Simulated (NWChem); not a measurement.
System: C₂H₄Br₂; SMILES CC(Br)Br

NWChem input:

```
start job
memory heap 200 mb stack 900 mb global 1100 mb
geometry units angstroms noautoz
  C     -2.027910    -0.193948     0.000000
  C     -0.666818     0.451501     0.000000
  Br     0.330629    -0.015383    -1.600487
  Br     0.330629    -0.015383     1.600487
  H     -1.943082    -1.289563     0.000000
  H     -2.586697     0.117636    -0.895356
  H     -2.586697     0.117636     0.895356
  H     -0.716416     1.545861     0.000000
end
basis spherical
  * library aug-cc-pvtz
end
dft
  xc b3lyp
  iterations 150
  semidirect filesize 400000000
  mulliken
end
task dft energy
```

The geometry was optimised at PBE0/def2-SVP.

Problem. Give the results of this calculation. (B3LYP/aug-cc-pVTZ.) Quantities: basis functions; energy (Ha); highest occupied level (eV); orbital gap (eV); dipole (D).

Solution. 
```json
{
 "number_of_basis_functions": "302",
 "energy (Ha)": "-5227.11",
 "highest occupied level (eV)": "-7.72",
 "orbital gap (eV)": "6.41",
 "dipole (D)": "1.96"
}
```
